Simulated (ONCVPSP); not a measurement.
**Transferability test, ONCV potential for In**

| Item | Value |
| --- | --- |
| Element | In (Z = 49) |
| Generator | ONCVPSP 4.0.1 |
| Type | optimised norm-conserving Vanderbilt (ONCV) |
| Functional | PBE |
| Relativity | scalar-relativistic |
| Frozen core | [Kr] 4d10 |
| Valence charge | 3 |
| Reference configuration | 5s2 5p1 |
| Partial waves | 5s: rc 2.10 bohr, ncon 4, nbas 8, qcut 3 1/bohr, 1 projector; 5p: rc 3.10 bohr, ncon 4, nbas 8, qcut 2.6 1/bohr, 2 projectors, debl 2.4 Ha; d scattering state at 0.44 Ha: rc 2.40 bohr, ncon 5, nbas 10, qcut 3.3 1/bohr, 2 projectors, debl 1.9 Ha |
| Local potential | polynomial inside 2.05 bohr (lpopt 5, dvloc0 4 Ha) |
| Core correction | polynomial model core, fcfact 0.65 |

Energies are relative to the spin-unpolarised reference configuration 5s2 5p1; without spin polarisation the order of configurations can differ from experiment.

```json
{"valence configuration": "5s1 5p0", "charge": "+2", "ΔE all-electron (eV)": "24.599", "error AE − PS (meV)": "-229"}
{"valence configuration": "5s0 5p3", "charge": "0", "ΔE all-electron (eV)": "11.948", "error AE − PS (meV)": "-39"}
```

Q: What are ΔE and the potential's error for 5s2 5p0.5?

A: ΔE = 1.941 eV all-electron; the error (AE − PS) is -3.1 meV.

Q: What are ΔE and the potential's error for 5s2 5p0?

A: ΔE = 5.363 eV all-electron; the error (AE − PS) is -19 meV.

Note: ghosts flagged at negative energy: s at -515.9 eV; GHOST(+) flagged for d at 17.5 eV. A true bound ghost makes a file unfit for plane-wave use.
